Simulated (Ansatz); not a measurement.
Born–Oppenheimer molecular dynamics of CH6FN3Si (12 atoms, charge 0, multiplicity 1). It starts from a relaxed structure.

The calculation used RKS PBE/STO-3G in Ansatz.

```
ensemble        : NVT, Nosé–Hoover chain
time step       : 0.5 fs
steps asked     : 500
set temperature : 100 K
thermostat      : time constant 300 fs, chain length 5
seed            : 22618
```

Frames 2.5 fs apart, positions in Å.

Velocities at 120.0 fs (Å/ps):

```
C -0.01 -1.43 1.10
N -0.02 1.48 -0.87
Si 1.41 -0.56 -0.02
N -2.57 0.74 -0.08
N -1.05 1.26 1.51
F -0.56 -1.94 0.01
H 9.22 2.88 2.73
H 8.14 3.72 -5.38
H 1.80 -3.02 -6.12
H 2.79 6.29 -10.13
H -0.71 11.32 5.19
H 0.56 -0.32 -6.81
```

```xyz
12
Properties=species:S:1:pos:R:3 time_fs=120.0 energy_less_start_eV=0.083 T=40
C -0.264 -1.798 1.233
N -0.870 -0.848 0.538
Si 0.347 0.312 -0.224
N 0.426 1.729 0.860
N -0.090 0.729 -1.910
F 1.833 -0.391 -0.261
H 0.829 -1.935 1.358
H -0.903 -2.523 1.812
H 0.203 2.627 0.320
H -0.375 1.654 1.551
H 0.216 -0.135 -2.520
H -1.179 0.650 -1.960
12
Properties=species:S:1:pos:R:3 time_fs=122.5 energy_less_start_eV=0.056 T=61
C -0.265 -1.800 1.235
N -0.869 -0.846 0.536
Si 0.350 0.310 -0.224
N 0.420 1.731 0.859
N -0.094 0.731 -1.908
F 1.832 -0.395 -0.261
H 0.857 -1.931 1.364
H -0.879 -2.517 1.795
H 0.209 2.609 0.308
H -0.376 1.670 1.533
H 0.207 -0.087 -2.495
H -1.153 0.650 -1.976
12
Properties=species:S:1:pos:R:3 time_fs=125.0 energy_less_start_eV=0.073 T=49
C -0.266 -1.797 1.235
N -0.868 -0.846 0.538
Si 0.354 0.309 -0.223
N 0.415 1.733 0.855
N -0.098 0.735 -1.905
F 1.831 -0.400 -0.261
H 0.858 -1.929 1.364
H -0.871 -2.538 1.790
H 0.216 2.595 0.291
H -0.402 1.685 1.536
H 0.211 -0.060 -2.493
H -1.130 0.656 -1.989
12
Properties=species:S:1:pos:R:3 time_fs=127.5 energy_less_start_eV=0.052 T=65
C -0.264 -1.791 1.234
N -0.866 -0.849 0.541
Si 0.358 0.308 -0.221
N 0.410 1.733 0.852
N -0.100 0.741 -1.899
F 1.830 -0.405 -0.261
H 0.832 -1.926 1.358
H -0.873 -2.573 1.790
H 0.218 2.601 0.262
H -0.421 1.699 1.532
H 0.241 -0.073 -2.533
H -1.162 0.665 -1.998
12
Properties=species:S:1:pos:R:3 time_fs=130.0 energy_less_start_eV=0.075 T=48
C -0.266 -1.786 1.234
N -0.864 -0.853 0.544
Si 0.361 0.307 -0.220
N 0.405 1.734 0.849
N -0.101 0.746 -1.897
F 1.830 -0.409 -0.262
H 0.826 -1.927 1.352
H -0.862 -2.581 1.769
H 0.221 2.600 0.243
H -0.420 1.712 1.504
H 0.256 -0.053 -2.551
H -1.185 0.672 -1.998
12
Properties=species:S:1:pos:R:3 time_fs=132.5 energy_less_start_eV=0.056 T=62
C -0.269 -1.786 1.237
N -0.863 -0.855 0.548
Si 0.363 0.306 -0.217
N 0.400 1.736 0.844
N -0.103 0.748 -1.897
F 1.831 -0.413 -0.263
H 0.849 -1.929 1.347
H -0.848 -2.570 1.738
H 0.227 2.581 0.241
H -0.432 1.720 1.482
H 0.247 0.006 -2.539
H -1.152 0.676 -1.987
12
Properties=species:S:1:pos:R:3 time_fs=135.0 energy_less_start_eV=0.070 T=51
C -0.267 -1.787 1.240
N -0.864 -0.855 0.549
Si 0.364 0.305 -0.215
N 0.397 1.738 0.837
N -0.104 0.753 -1.894
F 1.833 -0.417 -0.264
H 0.859 -1.928 1.343
H -0.861 -2.580 1.726
H 0.234 2.581 0.232
H -0.462 1.724 1.473
H 0.250 0.036 -2.556
H -1.131 0.676 -1.975
12
Properties=species:S:1:pos:R:3 time_fs=137.5 energy_less_start_eV=0.060 T=60
C -0.260 -1.790 1.242
N -0.866 -0.853 0.550
Si 0.363 0.304 -0.214
N 0.393 1.740 0.831
N -0.101 0.760 -1.887
F 1.835 -0.421 -0.265
H 0.842 -1.925 1.340
H -0.887 -2.602 1.732
H 0.238 2.602 0.212
H -0.477 1.724 1.453
H 0.268 0.032 -2.603
H -1.167 0.671 -1.967
12
Properties=species:S:1:pos:R:3 time_fs=140.0 energy_less_start_eV=0.074 T=49
C -0.256 -1.797 1.245
N -0.869 -0.851 0.551
Si 0.362 0.303 -0.213
N 0.389 1.743 0.825
N -0.098 0.766 -1.882
F 1.837 -0.425 -0.267
H 0.838 -1.927 1.345
H -0.889 -2.596 1.731
H 0.246 2.606 0.208
H -0.477 1.724 1.421
H 0.267 0.054 -2.613
H -1.181 0.662 -1.961
12
Properties=species:S:1:pos:R:3 time_fs=142.5 energy_less_start_eV=0.066 T=55
C -0.258 -1.803 1.246
N -0.870 -0.850 0.553
Si 0.361 0.301 -0.212
N 0.385 1.748 0.818
N -0.097 0.771 -1.879
F 1.839 -0.428 -0.268
H 0.858 -1.938 1.359
H -0.871 -2.572 1.728
H 0.258 2.593 0.215
H -0.492 1.725 1.402
H 0.251 0.096 -2.585
H -1.138 0.655 -1.953
12
Properties=species:S:1:pos:R:3 time_fs=145.0 energy_less_start_eV=0.066 T=55
C -0.259 -1.805 1.243
N -0.869 -0.851 0.557
Si 0.361 0.298 -0.213
N 0.383 1.751 0.812
N -0.097 0.779 -1.874
F 1.841 -0.430 -0.269
H 0.864 -1.948 1.372
H -0.868 -2.574 1.749
H 0.266 2.603 0.204
H -0.513 1.732 1.395
H 0.260 0.100 -2.584
H -1.122 0.651 -1.948
12
Properties=species:S:1:pos:R:3 time_fs=147.5 energy_less_start_eV=0.071 T=52
C -0.259 -1.805 1.238
N -0.868 -0.854 0.562
Si 0.361 0.296 -0.213
N 0.380 1.753 0.808
N -0.094 0.788 -1.867
F 1.842 -0.431 -0.270
H 0.840 -1.955 1.378
H -0.877 -2.590 1.783
H 0.272 2.623 0.181
H -0.517 1.744 1.380
H 0.290 0.079 -2.600
H -1.164 0.647 -1.950
```

Of the whole run (250 fs, mean temperature of the second half 56 K): The conserved energy stayed within 0.14 meV per atom of its start (net change 0.1 meV per atom), so the integration is sound. The mean temperature of the second half is 44 % below the set value. A run of 0.25 ps of so small a system gives no equilibrium averages. Limits of this set-up: minimal basis.

Run time: 16 min on 1 thread of Arm Neoverse V1 (shared host), peak memory 0.08 GiB.
